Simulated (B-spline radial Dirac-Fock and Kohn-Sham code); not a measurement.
**Scattering functions of Br³¹⁺**

System: bromine as Br³¹⁺, configuration [He] 2s2.

The computed values come from a radial finite-basis atomic code: relativistic Hartree-Fock (Dirac-Fock) wave functions, averaged over the configuration. f₀ is the Fourier transform of the spherical electron density, S the Waller-Hartree incoherent function, and s = sin θ/λ. The electron scattering factor follows from the Mott-Bethe formula f_e = 0.023934 Å⁻¹·(Z − f₀)/s².

```csv
s (Å⁻¹),f₀,S,f_e (Å)
0,4.000,0.000,–
0.08,3.996,0.007,115.944
0.1,3.994,0.011,74.209
0.12,3.992,0.016,51.538
0.15,3.987,0.025,32.989
0.18,3.982,0.036,22.913
0.22,3.973,0.054,15.343
0.28,3.956,0.087,9.477
0.34,3.936,0.127,6.432
0.42,3.902,0.191,4.219
0.52,3.852,0.286,2.757
0.63,3.786,0.407,1.882
0.78,3.681,0.594,1.232
0.96,3.534,0.837,0.817
1.18,3.333,1.139,0.544
1.46,3.060,1.498,0.359
1.79,2.738,1.844,0.241
2.21,2.366,2.154,0.160
2.72,2.007,2.385,0.107
3.35,1.705,2.573,0.071
4.12,1.488,2.774,0.047
5.08,1.321,3.019,0.031
6.25,1.150,3.286,0.021
```

f₀ starts at the number of electrons, 4, and has fallen to half at s ≈ 2.73 Å⁻¹. The sum of ⟨r²⟩ over the electrons is 0.07668 bohr². For an ion f_e diverges as s goes to zero, because of the net charge.
